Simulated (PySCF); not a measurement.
Part of a log for AlCl2(nPr), `CC[CH2][Al]([Cl])[Cl]`: ground state, then the species with a core hole.

Computed with delta-SCF UKS SCAN, pcX-2 on the ionised atom, pcseg-1 elsewhere, spin-free X2C in PySCF. Atoms in this output count from 0. The cycles run on a coarse integration grid; for E(ground) and E(ion) the exchange–correlation energy is redone on a finer one, so they differ from the last cycle, and only they enter the binding energy.

Coordinates (Å, PBE0-D3(BJ)/def2-SVP):
```
Al     1.239265     1.623314     1.136987
Cl     3.187317     1.721270     1.909808
Cl     0.255565     3.447375     0.794880
C      0.351664    -0.048425     0.719637
C     -0.276546    -0.089425    -0.678329
C     -1.080032    -1.354757    -0.935963
H     -0.433033    -0.200068     1.485689
H      1.065882    -0.879611     0.854248
H      0.515952    -0.001675    -1.443023
H     -0.923937     0.792645    -0.824751
H     -1.910889    -1.446440    -0.218078
H     -1.509776    -1.363395    -1.949655
H     -0.450802    -2.252919    -0.829259
```

```
ground state, core basis on atom 1 (Cl), 173 functions
  cycle   1  E = -1284.62693172  |g| = 4.85e-01
  cycle   2  E = -1284.62704796  |g| = 4.35e-02
  cycle   3  E = -1284.62694366  |g| = 3.72e-02
  cycle   4  E = -1284.62728646  |g| = 9.93e-03
  cycle   5  E = -1284.62730916  |g| = 1.87e-03
  cycle   6  E = -1284.62730886  |g| = 2.96e-04
  E(ground) = -1284.65771528 Eh
hole in Cl 1s of atom 1
  cycle   1  E = -1179.42901800  |g| = 5.47e+00
  cycle   2  E = -1179.97139713  |g| = 2.12e+00
  cycle   3  E = -1180.44015740  |g| = 6.97e-01
  cycle   4  E = -1180.61435863  |g| = 3.16e-01
  ...
  cycle   8  E = -1180.67511097  |g| = 4.52e-03
  cycle   9  E = -1180.67512100  |g| = 1.06e-03
  cycle  10  E = -1180.67512304  |g| = 1.50e-04
  E(ion) = -1180.71478549 Eh   <S^2> = 0.7520   hole on atom = 1.000
```

Q: What is the Cl 1s binding energy of atom 1?

A: (-1180.714785 − (-1284.657715)) Eh × 27.2114 eV/Eh = 2828.43 eV, for the chlorine bonded to Al.

```
ground state, core basis on atom 4 (C), 162 functions
  cycle   1  E = -1284.44182148  |g| = 5.71e-02
  cycle   2  E = -1284.44178887  |g| = 1.74e-02
  cycle   3  E = -1284.44177291  |g| = 1.92e-02
  cycle   4  E = -1284.44186940  |g| = 1.43e-03
  cycle   5  E = -1284.44186979  |g| = 3.43e-04
  E(ground) = -1284.48943681 Eh
hole in C 1s of atom 4
  cycle   1  E = -1273.18088818  |g| = 1.51e+00
  cycle   2  E = -1272.43922312  |g| = 1.88e+00
  cycle   3  E = -1273.70439055  |g| = 3.31e-01
  cycle   4  E = -1273.74723643  |g| = 7.73e-02
  ...
  cycle   8  E = -1273.75006434  |g| = 1.80e-03
  cycle   9  E = -1273.75006653  |g| = 9.14e-04
  cycle  10  E = -1273.75006842  |g| = 2.28e-04
  E(ion) = -1273.79611823 Eh   <S^2> = 0.7699   hole on atom = 1.000
```

Q: What is the C 1s binding energy of atom 4?

A: (-1273.796118 − (-1284.489437)) Eh × 27.2114 eV/Eh = 290.98 eV, for the carbon bonded to 2 C and 2 H.

```
ground state, core basis on atom 3 (C), 162 functions
  cycle   1  E = -1284.44241283  |g| = 5.82e-02
  cycle   2  E = -1284.44243503  |g| = 1.73e-02
  cycle   3  E = -1284.44245114  |g| = 1.55e-02
  cycle   4  E = -1284.44251461  |g| = 3.11e-03
  cycle   5  E = -1284.44251714  |g| = 4.49e-04
  E(ground) = -1284.49047154 Eh
hole in C 1s of atom 3
  cycle   1  E = -1273.19575897  |g| = 1.51e+00
  cycle   2  E = -1272.43394437  |g| = 1.87e+00
  cycle   3  E = -1273.72218030  |g| = 3.46e-01
  cycle   4  E = -1273.76215019  |g| = 1.59e-01
  ...
  cycle   8  E = -1273.77849479  |g| = 1.42e-03
  cycle   9  E = -1273.77849645  |g| = 7.03e-04
  cycle  10  E = -1273.77849845  |g| = 2.01e-04
  E(ion) = -1273.82397447 Eh   <S^2> = 0.7687   hole on atom = 1.000
```

Q: What is the C 1s binding energy of atom 3?

A: (-1273.823974 − (-1284.490472)) Eh × 27.2114 eV/Eh = 290.25 eV, for the carbon bonded to Al, C and 2 H.

```
ground state, core basis on atom 5 (C), 162 functions
  cycle   1  E = -1284.44073931  |g| = 5.79e-02
  cycle   2  E = -1284.44069095  |g| = 2.26e-02
  cycle   3  E = -1284.44071727  |g| = 2.00e-02
  cycle   4  E = -1284.44081676  |g| = 4.20e-04
  cycle   5  E = -1284.44081730  |g| = 1.26e-04
  E(ground) = -1284.48850535 Eh
hole in C 1s of atom 5
  cycle   1  E = -1273.19845138  |g| = 1.50e+00
  cycle   2  E = -1272.63655062  |g| = 1.75e+00
  cycle   3  E = -1273.72052575  |g| = 3.07e-01
  cycle   4  E = -1273.75336015  |g| = 9.48e-02
  ...
  cycle   8  E = -1273.75801063  |g| = 1.39e-03
  cycle   9  E = -1273.75801154  |g| = 7.09e-04
  cycle  10  E = -1273.75801313  |g| = 1.86e-04
  E(ion) = -1273.80434676 Eh   <S^2> = 0.7680   hole on atom = 1.000
```

Q: What is the C 1s binding energy of atom 5?

A: (-1273.804347 − (-1284.488505)) Eh × 27.2114 eV/Eh = 290.73 eV, for the carbon bonded to C and 3 H.

The ground state is recomputed for each atom, because the flexible core basis sits on the ionised atom alone; energies of different blocks can't be mixed. Isolated species at its PBE0-D3(BJ)/def2-SVP geometry (one conformer only).

On an Intel Xeon at 2.50 GHz with one thread, on a shared host, this took 2.1 min wall and 0.60 GiB of memory at its peak.
Labels such as C1 count atoms from 1, the log's own numbers from 0.
